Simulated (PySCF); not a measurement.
A PySCF script (with the pyscf-properties extension) for the NMR shieldings of SMILES CO/C([SiH3])=P/C1=CCCC1, C$_{7}$H$_{13}$OPSi, on a GFN2-xTB geometry:

```python
import basis_set_exchange as bse
import numpy as np
from pyscf import gto, dft
from pyscf.prop import nmr

atoms = """
C     3.643642    1.619007    0.331914
O     2.901401    1.144514   -0.758763
C     1.665406    0.644653   -0.505547
Si    0.937161    0.076768   -2.165662
P     1.065800    0.550893    1.079548
C    -0.599282   -0.090501    0.765616
C    -1.544118    0.463238    0.009827
C    -2.837231   -0.289372    0.076136
C    -2.461724   -1.588708    0.808519
C    -1.127771   -1.289895    1.509814
H     4.578025    2.012560   -0.064979
H     3.845688    0.810211    1.043789
H     3.093529    2.406727    0.860617
H     0.239341    1.199088   -2.798402
H     0.033745   -1.056641   -1.985550
H     2.091332   -0.306263   -2.977233
H    -1.440558    1.365704   -0.567364
H    -3.252522   -0.477128   -0.915227
H    -3.575718    0.289547    0.639141
H    -3.232349   -1.900752    1.511373
H    -2.321073   -2.390587    0.082810
H    -1.272270   -1.034305    2.563248
H    -0.435209   -2.131773    1.466457
"""
names = dict.fromkeys(["C", "O", "Si", "P", "H"], "pcSseg-1")
basis = {el: gto.basis.parse(bse.get_basis(n, elements=[el], fmt="nwchem")) for el, n in names.items()}
mol = gto.M(atom=atoms, basis=basis, charge=0, verbose=0)
mf = dft.RKS(mol, xc="PBE0")
mf.grids.level = 2
mf.grids.alignment = dft.numint.BLKSIZE   # the property module wants whole blocks of grid points
mf.conv_tol = 1e-9
mf.kernel()

calc = nmr.RKS(mf)   # GIAO
C = mf.mo_coeff
Co = C[:, mf.mo_occ > 0]
resp = mf.gen_response(singlet=True, hermi=2)
def vind(x):   # induced exchange potential for any number of trial vectors
    d = np.einsum("pi,xij,qj->xpq", C, 2 * x.reshape(-1, C.shape[1], Co.shape[1]), Co, optimize=True)
    return np.einsum("xpq,pi,qj->xij", resp(d - d.transpose(0, 2, 1)), C, Co, optimize=True).ravel()
mo1, _ = nmr.rhf.solve_mo1(calc, with_cphf=vind)
sigma = calc.kernel(mo1)
for i, s in enumerate(sigma):   # ppm
    print("%2d %-2s %9.2f" % (i, mol.atom_pure_symbol(i), np.trace(s) / 3))
```

Task: Give the expected output.

Result: 
```
 0 C     124.68
 1 O     117.50
 2 C     -48.26
 3 Si    426.18
 4 P     121.79
 5 C      30.04
 6 C      39.86
 7 C     148.32
 8 C     160.38
 9 C     144.50
10 H      27.18
11 H      27.80
12 H      27.78
13 H      27.28
14 H      27.30
15 H      27.64
16 H      25.73
17 H      29.12
18 H      28.99
19 H      29.65
20 H      29.73
21 H      28.77
22 H      29.18
```

These numbers come from an equivalent density-fitted implementation of the same equations, which agrees with the script to about 0.01 ppm for H and up to a few tenths of a ppm for heavy atoms, so last digits may differ.

Task: Turn these shieldings into chemical shifts. Chemical shifts δ = σref − σ; ¹³C (σref 186.93) and ²⁹Si (σref 349.16) and ¹H (σref 31.72) vs TMS; ¹⁷O (σref 336.08) against H2O; ³¹P (σref 318.38) vs H3PO4, all at this level.

Result: Averaging equivalent atoms: C 2: 235.2; C 5: 156.9; C 6: 147.1; C 0: 62.2; C 9: 42.4; C 7: 38.6; C 8: 26.5; O 1: 218.6; Si 3: -77.0; P 4: 196.6; H 16: 5.99; H 13/14/15: 4.31; H 10/11/12: 4.13; H 21/22: 2.74; H 17/18: 2.67; H 19/20: 2.02 ppm. Experimental scales use liquid or dissolved standards, which lie at an offset from isolated H2O (liquid H2O: subtract about 36 ppm) and H3PO4.

Size and cost of the density-fitted run: 249 basis functions, roughly 2.9 core-minutes.
